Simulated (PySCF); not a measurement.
Species: `C[O+]1[AlH2-][O+](C)[AlH-]1[CH2]C#N`. The columns A, B, C and D hold Mulliken, IAO, Hirshfeld and ESP-fitted charges (e) of one PBE0/pcSseg-1 density (PySCF), in a shuffled order. Coordinates in Å (PBE0-D3(BJ)/def2-SVP); the density's dipole moment is (-3.23, -2.90, -0.04) D.

| atom | x | y | z | A | B | C | D |
| --- | --- | --- | --- | --- | --- | --- | --- |
| C1 | -1.864 | -2.176 | -0.167 | +0.011 | -0.014 | -0.187 | -0.271 |
| O2 | -1.177 | -0.943 | -0.141 | -0.861 | -0.209 | -0.629 | -0.377 |
| Al3 | -1.785 | 0.764 | -0.618 | +0.960 | +0.433 | +0.832 | +0.805 |
| O4 | -0.129 | 1.205 | 0.121 | -0.867 | -0.209 | -0.632 | -0.419 |
| C5 | 0.464 | 2.489 | 0.253 | -0.006 | -0.017 | -0.193 | -0.090 |
| Al6 | 0.440 | -0.476 | 0.634 | +1.210 | +0.483 | +1.027 | +0.862 |
| C7 | 1.966 | -1.045 | -0.520 | -0.583 | -0.193 | -0.663 | -0.585 |
| C8 | 2.929 | 0.025 | -0.458 | +0.032 | +0.072 | +0.142 | +0.403 |
| N9 | 3.631 | 0.946 | -0.354 | -0.298 | -0.249 | -0.300 | -0.515 |
| H10 | -2.498 | -2.290 | 0.727 | +0.130 | +0.056 | +0.148 | +0.135 |
| H11 | -1.147 | -3.011 | -0.202 | +0.118 | +0.056 | +0.145 | +0.143 |
| H12 | -2.499 | -2.236 | -1.064 | +0.126 | +0.058 | +0.150 | +0.150 |
| H13 | -1.796 | 0.960 | -2.196 | -0.255 | -0.181 | -0.222 | -0.292 |
| H14 | -3.006 | 1.216 | 0.294 | -0.253 | -0.182 | -0.224 | -0.292 |
| H15 | 1.560 | 2.402 | 0.218 | +0.155 | +0.047 | +0.167 | +0.114 |
| H16 | 0.142 | 3.133 | -0.578 | +0.122 | +0.057 | +0.148 | +0.105 |
| H17 | 0.160 | 2.952 | 1.205 | +0.125 | +0.054 | +0.147 | +0.088 |
| H18 | 0.505 | -0.729 | 2.196 | -0.223 | -0.173 | -0.218 | -0.292 |
| H19 | 1.628 | -1.185 | -1.560 | +0.182 | +0.058 | +0.180 | +0.161 |
| H20 | 2.421 | -1.986 | -0.171 | +0.175 | +0.057 | +0.181 | +0.166 |

Question: Which column most likely holds the ESP-fitted charges?

Answer: D. Σ q r misses the density's dipole by 0.06 D (D), 1.04 D (B), 1.63 D (C), 1.87 D (A). Charges fitted to the outside potential are the only set here that is tied to the molecule's multipoles.

Question: And the Hirshfeld charges?

Answer: B. The mean sizes are 0.143 e (B), 0.313 e (D), 0.327 e (C), 0.335 e (A), and Hirshfeld charges are commonly the smallest of these schemes.

As computed, A = Mulliken, B = Hirshfeld, C = IAO, D = ESP-fitted. Hydrogens on carbon: Mulliken +0.12 to +0.18, Hirshfeld +0.05 to +0.06, IAO +0.15 to +0.18, ESP-fitted +0.09 to +0.17 e.

The ESP scheme is a least-squares fit of atom-centred charges to the potential on four shells outside the van der Waals surface, with the total charge fixed. The IAO scheme projects the occupied orbitals on a minimal set of polarised atomic orbitals and counts the electrons in each atom's part of it.

One conformer (not necessarily the lowest) at the PBE0-D3(BJ)/def2-SVP geometry, without solvent, vibrations or thermal averaging.

Shape of the structure used: `[CH3:1][O+:2]1[AlH2-:3][O+:4]([CH3:5])[AlH-:6]1[CH2:7][C:8]#[N:9]`: O4–Al6–C7–C8 53°.
